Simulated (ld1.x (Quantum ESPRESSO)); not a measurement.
# Scattering properties, TM potential for boron (B)

ld1.x (Quantum ESPRESSO) 7.5 input, shortened:

```
&input
   title='B', zed=5., rel=1, dft='PBE', iswitch=3,
   config='[He] 2s1 2p0 3d-2'
 /
 &inputp
   pseudotype=2, tm=.true., lloc=0,
   nlcc=.true.
 /
3
2P  2  1   0.00   0.00  2.90  2.90  0.0
3D  3  2  -2.00  -0.10  2.25  2.25  0.0
2S  1  0   1.00   0.00  1.00  1.00  0.0
 &test
   configts(1)='2s1 2p0'
 /
```

The phase is arctan(r·u′/u) with u = r·R(r), unwrapped; energies in Ry, scanned from -4 to 5 Ry. A pole is an energy at which the radial function vanishes at the test radius. The pseudo phase is shifted by a multiple of π to meet the all-electron one at the reference energy, and phase errors are pseudo minus all-electron; the curves can meet again beyond the range given. Levels narrower than the energy grid can be missing from the lists of poles.

```
channel  radius (bohr)  reference energy (Ry)  poles, all-electron  poles, pseudo  unbroken range about the reference energy with phases within 0.05 rad  phase error 1 Ry above the reference energy (rad)
      s           3.15                  -2.31          -2.17, 1.77    -2.17, 1.68                                                              below 3.3                                             -0.001
      p           3.15                  -1.87          -1.74, 1.59    -1.73, 2.04                                                             below -0.6                                             +0.020
      d           3.15                  -0.10           0.55, 4.86     0.56, 4.94                                                              below 2.4                                             +0.000
```

Phases in the d channel:

| E (Ry) | all-electron | pseudo |
| --- | --- | --- |
| -4.00 | 1.391 | 1.391 |
| -3.52 | 1.376 | 1.376 |
| -3.04 | 1.355 | 1.355 |
| -2.56 | 1.327 | 1.327 |
| -2.08 | 1.283 | 1.283 |
| -1.60 | 1.207 | 1.207 |
| -1.12 | 1.027 | 1.027 |
| -0.64 | 0.240 | 0.240 |
| -0.16 | -1.179 | -1.179 |
| 0.32 | -1.498 | -1.498 |
| 0.80 | -1.631 | -1.631 |
| 1.28 | -1.741 | -1.740 |
| 1.76 | -1.913 | -1.910 |
| 2.24 | -2.509 | -2.481 |
| 2.72 | -4.064 | -4.035 |
| 3.20 | -4.460 | -4.450 |
| 3.68 | -4.585 | -4.579 |
| 4.16 | -4.651 | -4.645 |
| 4.64 | -4.695 | -4.690 |
